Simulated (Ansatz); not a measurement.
F4Te, charge +1, doublet, geometry from GFN2-xTB (a state made from the parent by changing its charge; the spin is typed, not shown lowest) (core potentials on Te); R2SCAN/def2-QZVP run with Ansatz (an electronic-structure program).

The Ansatz input:
Ansatz 0.2 input:
```yaml
crystal:
  periodic: [false, false, false]
  atoms:
    - {symbol: Te, position_ang: [-0.01061858, 0.00295013, 0.28505227]}
    - {symbol: F, position_ang: [1.14851292, 1.60409032, 0.11390780]}
    - {symbol: F, position_ang: [1.18532124, -0.83746182, -0.85961877]}
    - {symbol: F, position_ang: [-1.15503896, -1.60227721, 0.06128147]}
    - {symbol: F, position_ang: [-1.11744340, 0.81860351, -0.96253919]}
basis:
  gaussian:
    orbitals: def2-QZVP.json
hamiltonian:
  xc: r2scan
total_charge: 1
magnetization: {spin_polarized: true, initial_magnetization: 1}
```
The basis file holds def2-QZVP in the JSON format of the Basis Set Exchange.

Question: Predict the main parts of the log of this Ansatz run.

Answer: 
```
Functional definition: r2SCAN
1153 factors; their error is unknown
mean field evaluation 1: about -18133.0810 eV, gradient 8.3e1 eV
mean field evaluation 2: about -18000.8180 eV, gradient 2.1e2 eV
mean field evaluation 4: about -18151.0017 eV, gradient 3.1e1 eV
mean field evaluation 8: about -18154.1058 eV, gradient 2.1e-1 eV
mean field evaluation 16: about -18154.0882 eV, gradient 1.6e-3 eV
mean field evaluation 32: about -18153.0774 eV, gradient 9.4e-1 eV
mean field evaluation 64: about -18153.1918 eV, gradient 1.3e0 eV
mean field evaluation 96: about -18152.7446 eV, gradient 4.9e-1 eV
mean field -18154.08821703 eV, -667.1504366928 hartree, gradient 2.0e-5 eV, S^2 0.762427; 12 other end points of the search recorded, 0 dependent functions left out
reference -18154.08822629 eV, -667.1504370333 hartree; 30, 29 occupied and 280, 281 virtual orbitals, 1153 factors
Total energy: -18154.08822629 eV, -667.1504370333 hartree
```
